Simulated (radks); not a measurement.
The iron ion Fe2+ inside a hard spherical wall (all orbitals vanish at R), configuration held at [Ar] 3d6 and not refilled when levels cross. Method: non-relativistic Kohn-Sham, LDA (Slater exchange, Perdew-Wang correlation), spin-polarised, spherical densities, point nucleus; open shells are filled with parallel spins first; computed with a radial shooting solver on a logarithmic mesh with Libxc functionals. Eigenvalues in eV for spin up, with the zero of energy where the potential of the charges vanishes at infinity; a dash marks a level that is unbound or too diffuse for the functional's potential to be trusted. A positive occupied level is held by the wall or, in an anion where self-interaction has pushed it up, behind a barrier. The pressure on the wall is -dE/dV.

R (bohr)  E (hartree)  kinetic (hartree)    e(2p)    e(3s)    e(3p)    e(3d)  e(4s, empty)  e(4p, empty)  pressure (GPa)
free      -1260.29744           1258.819  -713.63  -111.40  -79.451  -27.583       -20.561       -14.565               0
15        -1260.29744           1258.819  -713.63  -111.40  -79.451  -27.583       -20.561       -14.565        < 0.0001
12        -1260.29744           1258.819  -713.63  -111.40  -79.451  -27.583       -20.561       -14.565        < 0.0001
10        -1260.29744           1258.819  -713.63  -111.40  -79.451  -27.583       -20.561       -14.565        < 0.0001
7         -1260.29742           1258.819  -713.63  -111.39  -79.449  -27.582       -20.549       -14.498         0.00153
5         -1260.29593           1258.835  -713.53  -111.31  -79.365  -27.499       -20.107       -13.447           0.326
4         -1260.28266           1258.937  -712.94  -110.83  -78.899  -27.025       -18.144       -10.274            4.89
3         -1260.15241           1259.690  -709.62  -108.31  -76.437  -24.292        -8.072         2.790            88.7
2.5       -1259.80528           1261.467  -703.89  -104.33  -72.446  -19.548         9.056        22.663             473
1.5       -1250.77614           1298.081  -640.57  -59.136  -24.465   34.841        202.44        219.01           33900
